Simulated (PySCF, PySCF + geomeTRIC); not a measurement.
Another site gives an ion 62167.43 eV lower (`O=C[SeH]`) at the level PBE-D3(BJ)/def2-TZVP // TPSSh-D3(BJ)/def2-TZVP (PySCF).

A geometry relaxed with TPSSh-D3(BJ)/def2-TZVP in PySCF + geomeTRIC, charge 0, multiplicity 1:

```xyz
11

H      1.3853     0.2385    -1.3245
H      0.4155    -0.2945     1.5883
C     -0.8965    -0.7222    -0.1830
H     -1.5256     1.1282     0.8719
C      1.5410     0.0383    -0.2385
H     -0.7399    -1.0555    -1.2019
O      2.6570    -0.0491     0.2191
C     -0.8946     0.7375     0.0849
H     -1.5287    -1.3656     0.4141
C      0.2941    -0.1002     0.5305
H     -0.7371     1.4106    -0.7493
```

Question: Write the SMILES of this molecule.

Answer: `O=CC1CC1`
